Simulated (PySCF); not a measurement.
Species: 4,4-dimethyl-1-hexene, C8H16.
Bonds: C1–C2 (double), C2–C3, C3–C4, C4–C5, C4–C6, C4–C7, C7–C8. Hydrogens: H9, H10 on C1; H11 on C2; H12, H13 on C3; H14, H15, H16 on C5; H17, H18, H19 on C6; H20, H21 on C7; H22, H23, H24 on C8.

The same species was optimised twice, with GFN2-xTB and with PBE0-D3(BJ)/def2-SVP (PySCF), and the same property calculations (PySCF, gas phase) were run on both structures.

```csv
coordinate,GFN2-xTB,PBE0-D3(BJ)/def2-SVP,change
C1=C2 (Å),1.320,1.334,+0.014
C7–C8 (Å),1.525,1.521,-0.004
C3–C4 (Å),1.544,1.547,+0.003
C4–C5 (Å),1.532,1.530,-0.002
C4–C7 (Å),1.539,1.541,+0.002
C4–C6 (Å),1.531,1.530,-0.001
C2–C3 (Å),1.494,1.495,+0.001
C2–C3–C4 (°),113.9,115.4,+1.5
C1–C2–C3 (°),124.4,125.4,+1.0
C4–C7–C8 (°),115.8,116.6,+0.8
C3–C4–C7 (°),112.4,111.7,-0.7
C3–C4–C5 (°),108.9,109.4,+0.5
C5–C4–C6 (°),108.7,109.0,+0.3
C3–C4–C6 (°),108.4,108.1,-0.3
C5–C4–C7 (°),108.1,108.2,+0.1
C1–C2–C3–C4 (°),115,115,0
C2–C3–C4–C5 (°),-62,-64,-2
C3–C4–C7–C8 (°),57,57,0
```

Rotational constants: A = 2586, B = 1453, C = 1195 MHz (GFN2-xTB) against A = 2534, B = 1450, C = 1185 MHz (PBE0-D3(BJ)/def2-SVP). Point groups within 0.08 Å: C1 and C1.

On the GFN2-xTB structure: HOMO (eV) -7.34 [PBE0/pcSseg-1]; LUMO (eV) 0.46 [PBE0/pcSseg-1]; dipole (D) 0.36 [PBE0/pcSseg-1]; GIAO shielding of C1 (ppm) 63.3 [PBE0/pcSseg-1]; GIAO shielding of C2 (ppm) 42.0 [PBE0/pcSseg-1]; GIAO shielding of C3 (ppm) 139.6 [PBE0/pcSseg-1]; GIAO shielding of C4 (ppm) 151.7 [PBE0/pcSseg-1]; GIAO shielding of C5/C6 (mean) (ppm) 156.1 [PBE0/pcSseg-1]; GIAO shielding of C7 (ppm) 151.7 [PBE0/pcSseg-1]; GIAO shielding of C8 (ppm) 176.7 [PBE0/pcSseg-1].

Question: What do these properties become on the PBE0-D3(BJ)/def2-SVP structure?

Answer: 
```json
{"property": "HOMO (eV)", "level": "PBE0/pcSseg-1", "on GFN2-xTB": "-7.34", "on PBE0-D3(BJ)/def2-SVP": "-7.30", "change": "+0.04"}
{"property": "LUMO (eV)", "level": "PBE0/pcSseg-1", "on GFN2-xTB": "0.46", "on PBE0-D3(BJ)/def2-SVP": "0.38", "change": "-0.08"}
{"property": "dipole (D)", "level": "PBE0/pcSseg-1", "on GFN2-xTB": "0.36", "on PBE0-D3(BJ)/def2-SVP": "0.37", "change": "+0.01"}
{"property": "energy, GFN2-xTB geometry as zero (kcal/mol)", "level": "PBE0/pcSseg-1", "on GFN2-xTB": "0.0", "on PBE0-D3(BJ)/def2-SVP": "-0.8", "change": "-0.8"}
{"property": "GIAO shielding of C1 (ppm)", "level": "PBE0/pcSseg-1", "on GFN2-xTB": "63.3", "on PBE0-D3(BJ)/def2-SVP": "59.5", "change": "-3.8"}
{"property": "GIAO shielding of C2 (ppm)", "level": "PBE0/pcSseg-1", "on GFN2-xTB": "42.0", "on PBE0-D3(BJ)/def2-SVP": "39.1", "change": "-2.9"}
{"property": "GIAO shielding of C3 (ppm)", "level": "PBE0/pcSseg-1", "on GFN2-xTB": "139.6", "on PBE0-D3(BJ)/def2-SVP": "138.4", "change": "-1.2"}
{"property": "GIAO shielding of C4 (ppm)", "level": "PBE0/pcSseg-1", "on GFN2-xTB": "151.7", "on PBE0-D3(BJ)/def2-SVP": "150.9", "change": "-0.8"}
{"property": "GIAO shielding of C5/C6 (mean) (ppm)", "level": "PBE0/pcSseg-1", "on GFN2-xTB": "156.1", "on PBE0-D3(BJ)/def2-SVP": "154.2", "change": "-1.9"}
{"property": "GIAO shielding of C7 (ppm)", "level": "PBE0/pcSseg-1", "on GFN2-xTB": "151.7", "on PBE0-D3(BJ)/def2-SVP": "150.4", "change": "-1.3"}
{"property": "GIAO shielding of C8 (ppm)", "level": "PBE0/pcSseg-1", "on GFN2-xTB": "176.7", "on PBE0-D3(BJ)/def2-SVP": "174.5", "change": "-2.2"}
```

The heavy atoms differ by 0.034 Å rms after alignment. Among bonds between heavy atoms C1=C2 changes most (+0.014 Å). Changes are differences of the printed values. Neither structure is proved a minimum here.

The values belong to the conformer `[CH2:1]=[CH:2][CH2:3][C:4]([CH3:5])([CH3:6])[CH2:7][CH3:8]`: C1–C2–C3–C4 115°, C2–C3–C4–C5 -64°, C3–C4–C7–C8 57°.
